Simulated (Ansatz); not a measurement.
Breaking the Sn1–H2 bond in FHSn (SMILES [F][SnH]) (multiplicity 1 held, fragments rigid). Energies count from the point at 1.793 Å.
Geometry at that point (charge 0, multiplicity 1):
```xyz
3

Sn    -0.0910    -0.1737     0.2189
H     -1.0351    -1.0891    -1.0004
F      0.6204     1.0860    -1.1050
```

R- and RO- levels are restricted; in cc, def2 and unpolarised 6-31G sets they are followed outwards from rest. U- levels take the lowest unrestricted solution at each point, which mixes spins at long bonds. Active spaces are followed from a long bond inwards. Levels need not reach the same state.

Cores are frozen in the correlated methods. Filled d and f shells under p-block atoms count as core.

Codes used: Ansatz (an electronic-structure program). Each number belongs to the level named beside it. In def2 rows elements past Kr take small-core potentials, without spin–orbit coupling.

Energies in kcal/mol.

```json
[
 {"R (Å)": "1.435", "R-wB97X-V/def2-TZVPP": "24.1", "U-wB97X-V/def2-TZVPP": "24.1", "R-MP2/def2-TZVPP": "25.5", "R-SCS-MP2/def2-TZVPP": "25.6", "FIC-MRCISD+Q on CASSCF(2,2)/def2-TZVPP": "26.1"},
 {"R (Å)": "1.614", "R-wB97X-V/def2-TZVPP": "4.0", "U-wB97X-V/def2-TZVPP": "4.0", "R-MP2/def2-TZVPP": "4.4", "R-SCS-MP2/def2-TZVPP": "4.5", "FIC-MRCISD+Q on CASSCF(2,2)/def2-TZVPP": "4.8"},
 {"R (Å)": "1.793", "R-wB97X-V/def2-TZVPP": "0.0", "U-wB97X-V/def2-TZVPP": "0.0", "R-MP2/def2-TZVPP": "0.0", "R-SCS-MP2/def2-TZVPP": "0.0", "FIC-MRCISD+Q on CASSCF(2,2)/def2-TZVPP": "0.0"},
 {"R (Å)": "1.973", "R-wB97X-V/def2-TZVPP": "4.0", "U-wB97X-V/def2-TZVPP": "4.0", "R-MP2/def2-TZVPP": "3.9", "R-SCS-MP2/def2-TZVPP": "3.9", "FIC-MRCISD+Q on CASSCF(2,2)/def2-TZVPP": "3.3"},
 {"R (Å)": "2.152", "R-wB97X-V/def2-TZVPP": "11.9", "U-wB97X-V/def2-TZVPP": "11.9", "R-MP2/def2-TZVPP": "11.8", "R-SCS-MP2/def2-TZVPP": "11.7", "FIC-MRCISD+Q on CASSCF(2,2)/def2-TZVPP": "10.4"},
 {"R (Å)": "2.421", "R-wB97X-V/def2-TZVPP": "26.4", "U-wB97X-V/def2-TZVPP": "26.4", "R-MP2/def2-TZVPP": "26.2", "R-SCS-MP2/def2-TZVPP": "26.0", "FIC-MRCISD+Q on CASSCF(2,2)/def2-TZVPP": "23.3"},
 {"R (Å)": "2.690", "R-wB97X-V/def2-TZVPP": "41.2", "U-wB97X-V/def2-TZVPP": "41.2", "R-MP2/def2-TZVPP": "40.8", "R-SCS-MP2/def2-TZVPP": "40.3", "FIC-MRCISD+Q on CASSCF(2,2)/def2-TZVPP": "35.5"},
 {"R (Å)": "3.138", "R-wB97X-V/def2-TZVPP": "63.6", "U-wB97X-V/def2-TZVPP": "57.5", "R-MP2/def2-TZVPP": "61.8", "R-SCS-MP2/def2-TZVPP": "60.8", "FIC-MRCISD+Q on CASSCF(2,2)/def2-TZVPP": "51.0"},
 {"R (Å)": "3.587", "R-wB97X-V/def2-TZVPP": "81.8", "U-wB97X-V/def2-TZVPP": "63.6", "R-MP2/def2-TZVPP": "77.5", "R-SCS-MP2/def2-TZVPP": "75.9", "FIC-MRCISD+Q on CASSCF(2,2)/def2-TZVPP": "59.6"},
 {"R (Å)": "4.125", "R-wB97X-V/def2-TZVPP": "98.6", "U-wB97X-V/def2-TZVPP": "65.7", "R-MP2/def2-TZVPP": "89.5", "R-SCS-MP2/def2-TZVPP": "86.9", "FIC-MRCISD+Q on CASSCF(2,2)/def2-TZVPP": "63.6"},
 {"R (Å)": "4.842", "R-wB97X-V/def2-TZVPP": "114.4", "U-wB97X-V/def2-TZVPP": "66.3", "R-MP2/def2-TZVPP": "95.6", "R-SCS-MP2/def2-TZVPP": "90.9", "FIC-MRCISD+Q on CASSCF(2,2)/def2-TZVPP": "65.0"},
 {"R (Å)": "5.739", "R-wB97X-V/def2-TZVPP": "126.7", "U-wB97X-V/def2-TZVPP": "66.4", "R-MP2/def2-TZVPP": "91.4", "R-SCS-MP2/def2-TZVPP": "83.4", "FIC-MRCISD+Q on CASSCF(2,2)/def2-TZVPP": "65.3"}
]
```

Doubts at one or more of the structures used: a restricted determinant that unrestricted orbitals would lower (R-wB97X-V/def2-TZVPP, R-MP2/def2-TZVPP, R-SCS-MP2/def2-TZVPP); a spin-contaminated determinant (U-wB97X-V/def2-TZVPP).
